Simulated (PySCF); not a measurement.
C2H3AlClF, SMILES [F][Al]([Cl])[CH]=C.

Coordinates come from a PBE-D3(BJ)/def2-SVP optimisation. The structure was generated by enumeration; whether it is a known compound was not checked. The values are those of a single conformer.

Level of theory: PySCF with HF/def2-TZVP.

```yaml
total_energy: -878.57337 hartree
point_group: Cs
highest_occupied_level: -10.78 eV
lowest_empty_level: 1.63 eV
orbital_gap: 12.41 eV
dipole_moment: 2.60 D
quadrupole, principal values (traceless, Buckingham form, about the centre of nuclear charge): -5.52, 1.58, 3.94 D·Å
mean_static_polarisability: 53.4 bohr³ (7.92 Å³)
polarisability_principal_values: 38.8, 56.7, 64.8 bohr³
```
